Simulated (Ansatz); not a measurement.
The Bi1–H2 bond of BiH3 (SMILES [BiH3]) is stretched (multiplicity 1, the rest rigid).
Geometry at rest (charge 0, multiplicity 1):
```xyz
4

Bi     0.001    -0.001     0.036
H     -1.470    -0.213    -0.974
H      0.920    -1.103    -1.045
H      0.497     1.411    -0.957
```

Frozen-core correlation. Filled d and f shells under p-block atoms count as core.

Run with Ansatz (Gaussian basis) for Hartree–Fock, density functionals and correlated methods. Values without a source in brackets are computed. In def2 rows elements past Kr take small-core potentials, without spin–orbit coupling.

Energies above the point at 1.797 Å (the B3LYP-D3(BJ) bond length), FIC-MRCISD+Q on CASSCF(2,2)/def2-TZVPP (kcal/mol): 5.89 at 1.617 Å; 3.49 at 1.976 Å; 62.54 at 5.749 Å.

Question: Take the last value as the depth D of a Morse curve D(1 − e^(−a(R − R₀)))², fit a and R₀ to the two near points, and test it at 2.425 and 3.144 Å.

Answer: 
With D = 62.5, both near points (counted from the curve's value at 1.797 Å) are met by a = 1.49 Å⁻¹ and R₀ = 1.796 Å, so k = 2Da² = 279 kcal/(mol Å²). The curve then gives 23.2 and 47.0 kcal/mol; the level itself gives 25.0 and 52.0, so Morse is off by -1.7 and -5.0.

Ansatz is an electronic-structure program.
